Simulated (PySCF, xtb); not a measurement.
ClFH5NSi2, SMILES N[SiH2][Si@H](F)Cl.

GFN2-xTB run with xtb at its own geometry gives an orbital gap of 4.30 eV and a dipole moment of 2.59 D.

The structure is a stationary point at PBE0-D3(BJ)/def2-SVP. The structure was generated by enumeration; whether it is a known compound was not checked. The values are those of a single conformer.

Task: What does PBE/def2-TZVP in PySCF give? (Estimate from the structure and the level; the computed values follow.)

Result: gap 4.49 eV (levels -6.03 and -1.53 eV), dipole 2.63 D.
